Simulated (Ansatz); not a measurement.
`CB(F)BCl` and `C#CB(C)F` differ in one atom or group.

Ansatz, PBE0-D4/def2-TZVP geometries, multiplicity 1. Each molecule was computed in one conformer, which needn't be the lowest.

```csv
property,`CB(F)BCl`
size of the dipole moment (B3LYP/def2-TZVPP) / D,1.31
HOMO–LUMO gap (PBE0/def2-TZVPP) / eV,5.96
zero-point energy (PBE0-D4/def2-TZVP) / kJ/mol,148.4
LUMO energy (PBE0/def2-TZVPP) / eV,-1.84
LUMO energy (B3LYP/def2-TZVPP) / eV,-2.03
HOMO energy (B3LYP/def2-TZVPP) / eV,-7.60
```

Question: What does the change do to each property? (Best estimate.)

Answer: The calculation gave: 
```csv
property,`C#CB(C)F`,shift
size of the dipole moment (B3LYP/def2-TZVPP) / D,1.60,0.29
HOMO–LUMO gap (PBE0/def2-TZVPP) / eV,7.02,1.06
zero-point energy (PBE0-D4/def2-TZVP) / kJ/mol,163.3,14.9
LUMO energy (PBE0/def2-TZVPP) / eV,-1.39,0.45
LUMO energy (B3LYP/def2-TZVPP) / eV,-1.60,0.43
HOMO energy (B3LYP/def2-TZVPP) / eV,-8.16,-0.56
```

With PBE0 the HOMO falls by 0.61 eV and the LUMO rises by 0.45 eV, so the gap widens by about 1.06 eV. PBE moves the HOMO by -0.75 eV and ωB97M-V by -0.66 eV. Dipoles are sizes alone; their direction can turn.

B3LYP here is the variant with VWN-RPA as its local correlation; programs differ in this.
